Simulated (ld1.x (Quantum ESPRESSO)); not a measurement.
# Configuration tests for H (Z = 1) (PAW)

* Element: hydrogen
* Generator: ld1.x (Quantum ESPRESSO) 7.5
* Type: PAW
* Functional: LDA (PZ)
* Relativity: non-relativistic
* Frozen core: none
* Valence charge: 1
* Reference configuration: 1s1
* Partial waves: 1s (bound): rcut 1.20, rcutus 1.60 bohr; 1s channel at -0.1 Ry: rcut 1.20, rcutus 1.60 bohr; 2p channel at 0.1 Ry: rcut 1.30, rcutus 1.60 bohr; 2p channel at 2.3 Ry: rcut 1.30, rcutus 1.60 bohr
* Local potential: all-electron potential smoothed inside 1.20 bohr (lloc = -1)
* Core correction: none
* Augmentation charge: PSQ, inside the norm-conserving radii

Energies are relative to the spin-unpolarised reference configuration 1s1; without spin polarisation the order of configurations can differ from experiment. Spin-polarised rows fill each open shell by Hund’s rule, majority spin first.

| valence configuration | charge | ΔE all-electron (eV) | error AE − PS (meV) |
| --- | --- | --- | --- |
| 1s0.5 | +0.5 | 4.645 | -0.1 |
| 1s1 (spin-polarised) | 0 | -0.897 | -0.1 |
| 1s0.5 (spin-polarised) | +0.5 | 4.258 | -0.5 |
